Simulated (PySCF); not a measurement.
Structure problem from calculated spectra and properties.

Elements present: C, F, H and O. Monoisotopic mass: 118.0230 u.

| Item | Value |
| --- | --- |
| 1H NMR | chemical shifts (computed TMS as zero) by class: 6.37 (2 H), 4.96 (1 H), 2.57 (1 H) ppm [GIAO PBE0/pcSseg-1] |
| Polarisability | 65.8 au [PBE0/def2-SVPD] |
| 13C NMR | chemical shifts (computed TMS as zero) by class: 177.3 (1 C), 100.7 (1 C), 90.3 (1 C), 79.0 (1 C), 68.5 (1 C) ppm [GIAO PBE0/pcSseg-1] |
| Rotational structure | rotational constants A, B, C: 2.657, 1.862, 1.172 GHz [GFN2-xTB] |
| Dipole | 1.85 D [PBE0/def2-SVPD] |
| Triplet | lowest triplet excitation (Tamm–Dancoff): 3.57 eV [TDA PBE0/def2-SVPD] |

Gas-phase values; electronic properties from PySCF, density fitting. Levels stand in brackets. The structure is a single GFN2-xTB conformer in the gas phase; no vibrational or solvent corrections. Each NMR value is the plain mean over a class of atoms that symmetry, rotation or inversion makes alike.

Q: Which formula fits the mass and the elements?

A: C5H4F2O (calculated 118.0230). No other formula that holds each of these elements comes within 0.0003 u with a fitting electron parity and a possible valence count.

Q: What is the compound? Reason from the data.

A: Numbering: `[CH:1]#[C:2]/[CH:3]=[C:4](/[F:5])[O:6][CH2:7][F:8]`. Its formula, C5H4F2O, gives 3 degrees of unsaturation: 0 rings and 3 π bonds in the structure found. 5 carbons fall into 5 classes; from least to most shielded: vinylic C–F carbon [C4] (177.3 ppm), sp3 C–F carbon [C7] (100.7 ppm), terminal alkyne carbon [C1] (90.3 ppm), alkyne carbon [C2] (79.0 ppm), alkene CH carbon [C3] (68.5 ppm). Hydrogen classes from least to most shielded: 2 H on an sp3 C–F carbon, C7 (6.37 ppm, a mean of values up to 0.9 ppm apart in this geometry), 1 H on an alkene CH carbon, C3 (4.96 ppm), 1 H on a terminal alkyne carbon, C1 (2.57 ppm). The optimised geometry has point group C1 and is an asymmetric top. Structure: `C#C/C=C(/F)OCF`. Computed isomers that give other values at the same levels: `FC1=COC(F)=CC1` (13C chemical shifts (computed TMS as zero) by class: 167.2 (1 C), 158.0 (1 C), 134.0 (1 C), 77.0 (1 C), 28.4 (1 C) ppm); `C=C/C(=C\F)C(=O)F` (13C chemical shifts (computed TMS as zero) by class: 175.6 (1 C), 161.9 (1 C), 130.5 (1 C), 128.8 (1 C), 117.6 (1 C) ppm); `CO/C(F)=C1C=C\1F` (13C chemical shifts (computed TMS as zero) by class: 161.2 (1 C), 152.6 (1 C), 92.7 (1 C), 91.7 (1 C), 59.5 (1 C) ppm). The assignments are read from this structure; whether some other isomer fits the data as well wasn't checked.

The values belong to the conformer `[CH:1]#[C:2]/[CH:3]=[C:4](/[F:5])[O:6][CH2:7][F:8]`: C3–C4–O6–C7 -1°, C4–O6–C7–F8 73°.
